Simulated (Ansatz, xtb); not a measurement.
Molecule: KS, charge 0, multiplicity 2. 
Geometry from a B3LYP-D3(BJ)/def2-TZVP (Ansatz, an electronic-structure program) optimisation:
SMILES: [S][K]
```xyz
2

K      0.0000     0.0000    -1.3037
S      0.0000     0.0000     1.5481
```
Charge 0, spin multiplicity 2.

Harmonic wavenumbers from GFN2-xTB (xtb, at its own minimum), cm⁻¹: 176.

Problem. Give the harmonic wavenumbers at B3LYP-D3(BJ)/def2-TZVP (Ansatz, finite differences of forces, unscaled).

Solution. 248 cm⁻¹. Zero-point energy 0.4 kcal/mol.

Problem. From these and the geometry, give the ideal-gas thermochemistry at 298.15 K and 1 atm (rigid rotor, harmonic oscillator).

Solution. Point group C∞v, rotational symmetry number 1. Rotational constants 3.528, 3.528 GHz. S(trans) 38.70, S(rot) 16.84, S(vib) 1.74, S(elec, spin only) 1.38, S 58.7 cal/(mol K). H(298) - H(0) 2.38 kcal/mol; G - E(el) -14.8 kcal/mol.
